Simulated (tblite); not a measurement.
Record of a relaxation.

Species: C6H9B (charge +1 and doublet state).
Bonds: C1–C2, C2–C3, C3–C4 (double), C4–C5, C4–B6, B6–C7, C2–C7. Hydrogens: H8, H9 on C1; H10 on C3; H11, H12, H13 on C5; H14 on B6; H15, H16 on C7.
Bond orders are those of one Lewis drawing.

Computed with GFN2-xTB (tblite), gas phase: L-BFGS steps from a force-field or distance-geometry start until the largest atomic force falls under 0.01 eV/Å. 6 of its 135 geometries are shown.

Step 0: E = -491.0203 eV, largest atomic force 4.840 eV/Å
```
atom  x, y, z in Å  |  force x, y, z in eV/Å
C1     -2.169    1.016    0.755    0.330  -2.324   0.679
C2     -1.325   -0.199    0.622    1.665   4.173  -1.801
C3      0.115    0.118    0.987   -2.850  -0.472   1.790
C4      0.970   -0.112   -0.003    2.000  -0.946  -0.964
C5      2.454    0.033    0.133   -0.175   0.595  -0.519
B6      0.217   -0.706   -1.208    0.488  -0.377  -0.994
C7     -1.305   -0.753   -0.810   -0.253  -0.516   0.861
H8     -3.025    1.017    1.429    0.189   0.123  -0.207
H9     -1.954    1.906    0.175    0.028  -0.206   0.139
H10     0.400    0.495    1.963   -0.318   0.002  -0.072
H11     2.698    0.916    0.751    0.038  -0.552  -0.115
H12     2.904    0.174   -0.876   -0.229  -0.220   0.797
H13     2.881   -0.875    0.602   -0.212   0.494  -0.203
H14     0.706   -1.081   -2.221   -0.399   0.240   0.358
H15    -1.666   -1.798   -0.808   -0.122   0.477  -0.099
H16    -1.907   -0.144   -1.504   -0.179  -0.491   0.352
```

Step 27: E = -493.3973 eV, largest atomic force 0.295 eV/Å
```
atom  x, y, z in Å  |  force x, y, z in eV/Å
C1     -2.223    0.972    0.812   -0.190   0.181   0.038
C2     -1.227    0.168    0.335   -0.064   0.088   0.007
C3      0.067    0.170    0.920    0.015   0.090  -0.022
C4      1.039   -0.230    0.012    0.091   0.083  -0.188
C5      2.469   -0.043    0.222    0.053  -0.028  -0.019
B6      0.290   -0.736   -1.297    0.061  -0.055  -0.026
C7     -1.242   -0.594   -0.956    0.047   0.007   0.040
H8     -2.125    1.519    1.746   -0.025  -0.204  -0.212
H9     -3.123    1.149    0.235    0.070  -0.099   0.136
H10     0.258    0.546    1.912    0.046   0.053   0.040
H11     2.717    0.738    0.941   -0.108  -0.039   0.100
H12     2.995    0.128   -0.717   -0.024  -0.077  -0.033
H13     2.883   -0.976    0.625    0.057  -0.079   0.002
H14     0.770   -1.087   -2.296   -0.007   0.063   0.068
H15    -1.679   -1.585   -0.791   -0.040   0.029   0.031
H16    -1.875   -0.130   -1.713    0.020  -0.016   0.038
```

Step 54: E = -493.5094 eV, largest atomic force 0.101 eV/Å
```
atom  x, y, z in Å  |  force x, y, z in eV/Å
C1     -2.312    0.864    0.851   -0.072   0.060  -0.037
C2     -1.195    0.314    0.294   -0.022   0.013   0.016
C3      0.129    0.502    0.774    0.009   0.000  -0.055
C4      1.075   -0.102   -0.049   -0.008  -0.033   0.004
C5      2.495   -0.182    0.274   -0.033   0.028  -0.046
B6      0.317   -0.674   -1.312    0.059  -0.013   0.045
C7     -1.208   -0.551   -0.934   -0.017   0.022   0.042
H8     -2.278    1.445    1.759    0.021  -0.033   0.025
H9     -3.278    0.732    0.386    0.013   0.029   0.044
H10     0.357    1.058    1.673   -0.019  -0.019  -0.035
H11     2.778    0.457    1.111    0.006  -0.058  -0.008
H12     3.083    0.037   -0.621    0.047   0.018   0.021
H13     2.777   -1.214    0.519   -0.038   0.027  -0.008
H14     0.756   -1.023   -2.327    0.041   0.025  -0.002
H15    -1.651   -1.522   -0.701    0.010  -0.044   0.006
H16    -1.853   -0.131   -1.709    0.001  -0.022  -0.010
```

Step 80: E = -493.5217 eV, largest atomic force 0.051 eV/Å
```
atom  x, y, z in Å  |  force x, y, z in eV/Å
C1     -2.306    0.891    0.843   -0.013   0.000  -0.031
C2     -1.203    0.326    0.276   -0.015  -0.016  -0.005
C3      0.125    0.541    0.735    0.000  -0.010   0.003
C4      1.071   -0.087   -0.066   -0.003   0.016  -0.033
C5      2.479   -0.209    0.294   -0.012   0.025  -0.021
B6      0.323   -0.647   -1.331   -0.010  -0.008   0.011
C7     -1.206   -0.585   -0.921   -0.003   0.006   0.000
H8     -2.238    1.466    1.754    0.001  -0.002  -0.018
H9     -3.290    0.773    0.414    0.029  -0.011  -0.011
H10     0.354    1.131    1.608    0.005   0.003   0.038
H11     2.728    0.322    1.209    0.033  -0.022   0.031
H12     3.103    0.128   -0.539    0.007   0.004  -0.016
H13     2.749   -1.265    0.405    0.017  -0.015  -0.002
H14     0.756   -0.946   -2.366   -0.001   0.028   0.027
H15    -1.551   -1.584   -0.637   -0.033   0.022   0.032
H16    -1.902   -0.246   -1.688   -0.004  -0.020  -0.006
```

Step 107: E = -493.5308 eV, largest atomic force 0.012 eV/Å
```
atom  x, y, z in Å  |  force x, y, z in eV/Å
C1     -2.304    0.949    0.780    0.002  -0.005  -0.002
C2     -1.204    0.315    0.287   -0.002   0.004   0.003
C3      0.122    0.512    0.764    0.006  -0.001   0.010
C4      1.067   -0.103   -0.046   -0.003  -0.001  -0.005
C5      2.482   -0.230    0.290    0.000  -0.004  -0.008
B6      0.313   -0.626   -1.317   -0.003  -0.001  -0.001
C7     -1.210   -0.641   -0.871   -0.003   0.000   0.003
H8     -2.249    1.572    1.660    0.000   0.001   0.000
H9     -3.272    0.844    0.314    0.005  -0.001   0.000
H10     0.348    1.087    1.650   -0.003  -0.001  -0.002
H11     2.728    0.152    1.278   -0.002   0.003   0.006
H12     3.074    0.285   -0.475    0.002   0.004   0.004
H13     2.807   -1.272    0.205   -0.004   0.004  -0.007
H14     0.722   -0.812   -2.387   -0.001  -0.008   0.006
H15    -1.481   -1.640   -0.516    0.001   0.005   0.000
H16    -1.951   -0.383   -1.627    0.005   0.002  -0.006
```

Step 134: E = -493.5318 eV, largest atomic force 0.009 eV/Å
```
atom  x, y, z in Å  |  force x, y, z in eV/Å
C1     -2.303    0.955    0.780    0.002   0.000   0.000
C2     -1.204    0.319    0.287    0.002   0.003  -0.004
C3      0.122    0.512    0.765    0.002  -0.002   0.002
C4      1.066   -0.108   -0.043   -0.001  -0.002  -0.001
C5      2.482   -0.227    0.289    0.000   0.001  -0.002
B6      0.312   -0.653   -1.307   -0.003   0.001  -0.001
C7     -1.212   -0.638   -0.871    0.000   0.001   0.003
H8     -2.248    1.578    1.659    0.000   0.001   0.003
H9     -3.270    0.852    0.313   -0.002  -0.001  -0.001
H10     0.349    1.089    1.649   -0.001   0.004   0.002
H11     2.721    0.094    1.300   -0.005  -0.003  -0.007
H12     3.057    0.366   -0.433    0.000   0.004   0.001
H13     2.837   -1.248    0.120    0.001  -0.004   0.004
H14     0.729   -0.885   -2.364    0.003   0.001   0.001
H15    -1.507   -1.631   -0.519   -0.002   0.001  -0.003
H16    -1.940   -0.366   -1.636    0.004  -0.005   0.003
```

**Question.** Summarise the path.

**Answer.** The energy falls by 2.5115 eV from step 0 to step 134; nine tenths of that is first reached at step 21. It falls at every step. The largest force goes from 4.840 to 0.009 eV/Å. Among the bonds C1–C2 changes most, from 1.485 to 1.362 Å; the atoms move by 0.658 Å rms after alignment.

**Question.** Follow the three bonds and two angles with the largest change from start to end.

**Answer.** 
```
step  E above end (eV)  largest force (eV/Å)  C1–C2 (Å)  C2–C3 (Å)  C3=C4 (Å)  C1–C2–C3 (°)  C1–C2–C7 (°)
   0            2.5115                 4.840      1.485      1.519      1.328         110.3         112.7
   6            1.3446                 1.166      1.417      1.421      1.374         124.2         120.1
  12            0.7178                 0.941      1.361      1.407      1.389         127.3         121.5
  17            0.4114                 0.775      1.363      1.425      1.388         123.8         123.4
  23            0.1838                 0.481      1.370      1.430      1.395         122.6         126.5
  29            0.1224                 0.150      1.366      1.423      1.391         121.5         126.5
  35            0.0955                 0.181      1.365      1.417      1.388         121.7         126.5
  41            0.0637                 0.145      1.368      1.423      1.393         123.6         126.1
  47            0.0385                 0.169      1.366      1.421      1.393         124.2         125.1
  52            0.0251                 0.100      1.363      1.421      1.391         125.1         123.6
  58            0.0187                 0.045      1.364      1.421      1.391         125.3         124.0
  64            0.0162                 0.056      1.364      1.422      1.391         124.4         124.7
  70            0.0143                 0.050      1.363      1.422      1.390         124.1         125.0
  76            0.0121                 0.048      1.363      1.421      1.389         123.9         125.5
  82            0.0092                 0.066      1.363      1.422      1.390         124.0         125.4
  87            0.0063                 0.058      1.362      1.422      1.388         124.4         124.9
  93            0.0031                 0.079      1.361      1.423      1.389         124.5         124.9
  99            0.0015                 0.028      1.362      1.423      1.389         124.5         124.9
 105            0.0011                 0.014      1.362      1.424      1.389         124.5         124.9
 111            0.0009                 0.011      1.362      1.424      1.389         124.5         124.9
 117            0.0007                 0.022      1.362      1.424      1.389         124.6         124.9
 122            0.0005                 0.016      1.362      1.424      1.388         124.6         124.9
 128            0.0002                 0.013      1.362      1.424      1.389         124.5         124.9
 134            0.0000                 0.009      1.362      1.423      1.389         124.5         124.9
```

What follows is the cost of the whole relaxation. The run took 0.62 s on one thread, Arm Neoverse V2 (aarch64), shared host with 96 logical CPUs at a one-minute load of 44.
